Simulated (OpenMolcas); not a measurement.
# Cu³⁺: from CASSCF to CASPT2

| Item | Value |
| --- | --- |
| Program | OpenMolcas 26.06 |
| Basis | ANO-L-VTZP [6s5p3d2f1g] |
| Scalar Hamiltonian | non-relativistic, point nucleus |
| Active space | 8 electrons in 5 orbitals (3d) |
| State averaging | 2S+1 = 3 even, 10 roots; 2S+1 = 1 even, 15 roots |
| Spin-orbit coupling | RASSI with atomic mean-field integrals over the reference wave functions, term energies averaged over their components |

Methods on the same reference wave functions:
A. CASSCF
B. SS-CASPT2, IPEA 0.25 Eh, imaginary shift 0.1 Eh (closed shells correlated: 3s 3p)

Energies in cm⁻¹ above 3d⁸ ³F₄, the measured ground level; measured values from Sugar and Musgrove, J. Phys. Chem. Ref. Data 19, 527 (1990).

```json
{"Level": "3d⁸ ³F₄", "A": "0.0", "B": "0.0", "Measured": "0.0"}
{"Level": "3d⁸ ³F₃", "A": "1852", "B": "1855", "Measured": "1861"}
{"Level": "3d⁸ ³F₂", "A": "3103", "B": "3070", "Measured": "3078"}
{"Level": "3d⁸ ¹D₂", "A": "19729", "B": "15780", "Measured": "16248"}
{"Level": "3d⁸ ³P₂", "A": "23925", "B": "20100", "Measured": "19697"}
{"Level": "3d⁸ ³P₁", "A": "24373", "B": "20570", "Measured": "20097"}
{"Level": "3d⁸ ³P₀", "A": "24727", "B": "20900", "Measured": "20423"}
{"Level": "3d⁸ ¹G₄", "A": "30586", "B": "27330", "Measured": "26913"}
{"Level": "3d⁸ ¹S₀", "A": "73502", "B": "62330", "Measured": "61456"}
```

Deviations, from unrounded energies. A percentage is the sum of absolute deviations over the sum of measured energies, with the sign that they share, or ± where signs differ.

```json
{"Against measurement": "mean absolute deviation (cm-1)", "Levels": "8", "A": "4000", "B": "390"}
{"Against measurement": "fine structure of the ground term (%)", "Levels": "2", "A": "±0.7", "B": "-0.3"}
{"Against measurement": "other terms of the ground configuration (%)", "Levels": "6", "A": "+19.4", "B": "±1.9"}
```

B lies closest to measurement on these levels. The largest miss of B in the table is 3d⁸ ¹S₀, by +870 cm-1. The ranking rests on the paired levels alone, and a cruder setting can come out closer through cancelling errors.

From A to B the spin-free energies of the other terms of 3d⁸ shown, above ³F, scale by factors of 0.79 to 0.89, as is usual when dynamic correlation screens the repulsion within a d or f shell.

The lowest spin-free term lies below A's lowest term by 0.566 hartree in B.

CASPT2 does not keep the components of a term degenerate, so their means are used; among the terms shown or strongly mixed into the levels shown the widest spread is 680 cm-1 (3d⁸ ¹G, B). Without dynamic correlation excited terms often stand tens of per cent too high (terms of higher spin than the ground term too low), and those without a measured partner can miss by more than the paired ones (holds for A). Measured partners are found by configuration, term and J. A level has none where our copy of the source lacks it or the pairing is in doubt (some pairs that miss far off the trend of their configuration count as doubtful), and it then counts in no deviation. Only configurations of the active space appear.
